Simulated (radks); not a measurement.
The numbers below are computed, except where a source is named.
Initial-state core-level shifts of neutral osmium when its valence configuration changes from [Xe] 4f14 5d6 6s2. Code: a radial shooting solver on a logarithmic mesh with Libxc functionals. Model: scalar-relativistic Kohn-Sham, r2SCAN, spin-unpolarised, spherical densities, finite nucleus; meta-GGA in the generalised Kohn-Sham scheme; Fermi nuclear charge, rms radius 5.4126 fm. Shifts are changes of the shell-averaged eigenvalues in eV (positive: less bound); the change of the density at the nucleus, which sets a Mossbauer isomer shift, is in e/bohr^3, on a base of 1.789e+06.

4f14 5d6 6s1.5 6p0.5: 2p -0.950; 3s -0.955; 4s -0.957; 5p -0.972; density at nucleus -47.7
4f14 5d5 6s1.5 6p1.5: 2p -5.590; 3s -5.568; 4s -5.557; 5p -5.206; density at nucleus -18.8
4f14 5d7 6s0.5 6p0.5: 2p +1.658; 3s +1.634; 4s +1.622; 5p +1.325; density at nucleus -164.2
4f12 5d8 6s2: 2p -23.851; 3s -27.445; 4s -23.882; 5p -5.820; density at nucleus +226.7
4f14 5d6 6s1 6p1: 2p -1.823; 3s -1.832; 4s -1.837; 5p -1.867; density at nucleus -98.2
4f13.5 5d6.5 6s2: 2p -5.746; 3s -6.596; 4s -5.823; 5p -1.476; density at nucleus +54.9
4f14 5d5 6s2 6p1: 2p -4.762; 3s -4.736; 4s -4.723; 5p -4.373; density at nucleus +36.4
4f14 5d7 6s1: 2p +2.618; 3s +2.600; 4s +2.592; 5p +2.326; density at nucleus -117.7
4f13.5 5d6 6s2 6p0.5: 2p -8.205; 3s -9.044; 4s -8.265; 5p -3.753; density at nucleus +73.6
